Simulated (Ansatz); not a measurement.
Process, species as SMILES: C[C@H](Cl)CCCl -> [CH3] (CH3) + Cl[CH]CCCl (the C-C bond at the site shown breaks; other sites are not compared here)
Structures are relaxed separately at B3LYP-D3(BJ)/def2-TZVP in Ansatz (a program for electronic structure), one conformer each, not searched for the lowest.
Geometry of the first species:
```
C
H 1 1.0876
C 1 1.5149 2 110.81
H 3 1.0888 1 111.02 2 57.06
H 3 1.0908 4 108.48 1 -122.17
H 3 1.0929 4 108.43 5 -117.62
C 1 1.5200 2 110.00 3 -125.55
H 7 1.0937 1 107.81 2 70.81
H 7 1.0944 8 107.23 1 -117.25
C 7 1.5147 8 109.20 9 -116.76
H 10 1.0862 7 111.69 8 -176.56
H 10 1.0865 11 109.66 7 123.67
Cl 10 1.8105 11 106.31 12 114.21
Cl 1 1.8280 2 104.09 7 -117.24
```

Quantity: bond dissociation energy (electronic energy difference), in kJ/mol. Correlated levels leave the core frozen unless marked. UHF or UKS for open shells. No spin-orbit coupling. No relativistic terms. CBS(X,Y): correlation extrapolated as X^-3; Hartree-Fock from the larger set. [CCSD(T)-MP2]/basis is that difference in the basis named.

| level | program | bond dissociation energy (kJ/mol) |
|---|---|---|
| HF/STO-3G | Ansatz | 379.4 |
| PBE-D3(BJ)/def2-TZVPD | Ansatz + dftd3 | 387.7 |
| revPBE-D4/def2-TZVPD | Ansatz + dftd4 | 378.2 |
| revPBE/def2-TZVPD | Ansatz | 351.1 |
| PBE0/6-31G* | Ansatz | 395.6 |
| PBE0-D3(BJ)/def2-TZVPD | Ansatz + dftd3 | 385.6 |
| PBE0/def2-TZVP | Ansatz | 377.7 |

### Question
Estimate the value at RI-MP2/CBS(cc-pV(T+d)Z,cc-pV(Q+d)Z)+[CCSD(T)-MP2]/cc-pV(T+d)Z as computed with Ansatz.

### Answer
403.0 kJ/mol, so PBE0/def2-TZVP differs from it by -25.3 kJ/mol.
